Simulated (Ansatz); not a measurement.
CHBrCl₂, SMILES `ClC(Cl)Br`. Charge 0, multiplicity 1. The structure was optimised at the PBE0-D4/def2-TZVP level.

```xyz
5

Cl    1.474    0.483   -0.796
C    -0.001   -0.106   -0.052
Cl    0.284   -0.667    1.586
Br   -1.394    1.234   -0.101
H    -0.363   -0.944   -0.637
```

**Question.** What is the dipole moment at r2SCAN/def2-TZVPP? (Estimate.)

**Answer.** Ansatz gave: 1.03 D, with components (-0.26, -0.85, -0.54) D in this frame, pointing from negative to positive charge.

**Question.** And with PBE, B3LYP, ωB97M-V? (An estimate is asked.)

**Answer.** Ansatz gave: PBE 0.97 D, B3LYP 1.01 D, ωB97M-V 1.02 D.

**Question.** Give the Mulliken charges with r2SCAN, ωB97M-V, PBE in def2-TZVPP. (Best estimate.)

**Answer.** The calculation gave: 
| atom | r2SCAN | ωB97M-V | PBE |
| --- | --- | --- | --- |
| Cl1 | -0.06 | -0.02 | -0.05 |
| C2 | 0.04 | -0.13 | -0.04 |
| Cl3 | -0.06 | -0.02 | -0.05 |
| Br4 | -0.06 | -0.02 | -0.04 |
| H5 | 0.14 | 0.20 | 0.18 |

B3LYP here is the variant with VWN-RPA as its local correlation; programs differ in this.
